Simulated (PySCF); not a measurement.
Species: SiF2Cl2.
Geometry (PBE0-D3(BJ)/def2-SVP, Å), atoms numbered from 1 in this order:
```xyz
5
Cl2F2Si angstrom
Si     0.061    0.000    0.045
F      0.077   -0.016    1.642
F      1.577    0.008   -0.455
Cl    -0.862    1.677   -0.598
Cl    -0.852   -1.668   -0.634
```

Level of theory: TDDFT PBE0/def2-SVPD, vertical, gas phase, core orbitals frozen in the response in PySCF 2.14.0, density-fitted response routines.

Ground-to-excited transition dipoles (e·a0, same axes as the geometry; the sign carries no meaning), for the states with f of 0.002 or more among the lowest 10:

```csv
state,E (hartree),μx,μy,μz
S1,0.2944,0.001,-0.464,-0.005
S3,0.3156,0.270,0.005,-0.375
S4,0.3253,0.362,-0.002,0.263
S9,0.3636,0.198,0.003,-0.281
S10,0.3651,0.163,-0.001,0.109
```

(1) What oscillator strength does each state have?

(2) The point group is C2v. Which irreducible representation does each state belong to?

(3) What angle do the transition dipoles of S3 and S4 make?

(4) How is the summed strength of these states shared among x, y and z?

## Answers

(1) f = (2/3) ΔE |μ|² with ΔE in hartree (27.2114 eV).

| state | \|μ\|² (au) | \|μ\| (D) | f |
| --- | --- | --- | --- |
| S1 | 0.215 | 1.18 | 0.042 |
| S3 | 0.213 | 1.17 | 0.045 |
| S4 | 0.201 | 1.14 | 0.043 |
| S9 | 0.118 | 0.87 | 0.029 |
| S10 | 0.038 | 0.50 | 0.009 |

(2) From a totally symmetric ground state, an allowed state transforms like the component of the dipole operator along its μ. Polarised along the twofold axis, so A1: S4 and S10. Polarised across the twofold axis, so B1 or B2: S1, S3 and S9. Which of B1 and B2 hangs on the choice of axes; S1 takes one label and S3 and S9 the other.

(3) |cos θ| = |μa·μb| / (|μa| |μb|) = 0.00, so θ ≈ 90° (taken between 0 and 90°, since the signs are arbitrary).

(4) (2/3) Σ ΔE μα² gives 0.060 for x, 0.042 for y and 0.067 for z, 0.169 in all.

Hardware: one thread of an Arm Neoverse V1, on a shared host. Cost: 9.5 s.
